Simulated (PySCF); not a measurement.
HSSi, SMILES [Si]=[SH+] (connectivity only; charge and spin as stated), charge +1, multiplicity 1.

Coordinates come from a B3LYP-D3(BJ)/def2-TZVP optimisation. The isomer is the one that the SMILES or the coordinates give; other isomers of the formula were not compared.

Method: M06-2X/def2-TZVPD run with PySCF.

The molecule is in vacuum.

Computed frontier levels, gap, dipole moment and polarisability:
| Item | Result |
|---|---|
| highest occupied level | -15.80 eV |
| lowest empty level | -8.65 eV |
| orbital gap | 7.15 eV |
| dipole moment about the centre of nuclear charge | 2.64 D |
| mean static polarisability | 39.6 bohr³ (5.87 Å³) |
| polarisability, principal values | 31.7, 33.9, 53.2 bohr³ |
